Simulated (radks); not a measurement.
The numbers below are computed, except where a source is named.
The scandium ion Sc+, configuration [Ar] 3d1 4s1 (the NIST ground configuration). Level of theory: Dirac Kohn-Sham, PBE, spin-unpolarised, spherical densities, point nucleus; open shells fill j = l - 1/2 first (a radial shooting solver on a logarithmic mesh with Libxc functionals).

Spin-orbit splittings of the eigenvalues, e(l+1/2) - e(l-1/2), with zeta = 2 splitting/(2l+1) and mean radii in bohr:

2p: occ. 6; splitting (eV) 4.642; zeta (eV) 3.095; <r> j=l-1/2 0.3059; <r> j=l+1/2 0.3085
3p: occ. 6; splitting (eV) 0.5098; zeta (eV) 0.3399; <r> j=l-1/2 1.162; <r> j=l+1/2 1.170
3d: occ. 1; splitting (eV) 0.03296; zeta (eV) 0.01318; <r> j=l-1/2 1.698; <r> j=l+1/2 1.703
